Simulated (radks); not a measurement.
Results of a calculation; reference values are marked as such.
Spherical jellium clusters: N electrons in a uniform positive sphere of charge N and radius rs N^(1/3), rs = 5.21 bohr. Level of theory: non-relativistic Kohn-Sham, LDA (Slater exchange, Perdew-Wang correlation), spin-polarised, spherical densities (a radial shooting solver with Libxc functionals). Levels are named by radial order and angular momentum (1s, 1p, 1d, 2s, ...), and open shells are averaged over m.

N = 20, configuration 1s2 1p6 1d10 2s2. This is the lowest configuration that the search found. Occupied and some empty levels:

| level | occupation | eigenvalue (eV) | <r> (bohr) |
|---|---|---|---|
| 1s | 2 | -3.6684 | 9.314 |
| 1p | 6 | -3.2662 | 10.51 |
| 1d | 10 | -2.7045 | 11.41 |
| 2s | 2 | -2.2307 | 8.903 |
| 1f | 0 | -2.0180 | 12.21 |
| 2p | 0 | -1.4477 | 10.98 |
| 1g | 0 | -1.2358 | 13.02 |

Energy (eV): total -36.6813, kinetic 21.084, external -918.62, Hartree 457.49, exchange-correlation -58.424, background 461.79. Static polarisability (adiabatic kernel): 3561 bohr^3, against R^3 = 2828 for a classical metal sphere.

Electron density:

| r (bohr) | n(r) (e/bohr^3) |
|---|---|
| 0.445 | 0.002436 |
| 1.56 | 0.002312 |
| 2.68 | 0.002090 |
| 3.80 | 0.001845 |
| 4.92 | 0.001664 |
| 6.04 | 0.001613 |
| 7.16 | 0.001700 |
| 8.28 | 0.001865 |
| 9.39 | 0.001983 |
| 10.5 | 0.001923 |
| 11.6 | 0.001618 |
| 12.8 | 0.001142 |
| 13.9 | 0.0006657 |
| 15.0 | 0.0003277 |
| 16.1 | 0.0001445 |
| 17.2 | 0.00005838 |
| 18.3 | 0.00002235 |
| 19.5 | 8.243e-06 |
| 20.6 | 2.965e-06 |
| 21.7 | 1.052e-06 |
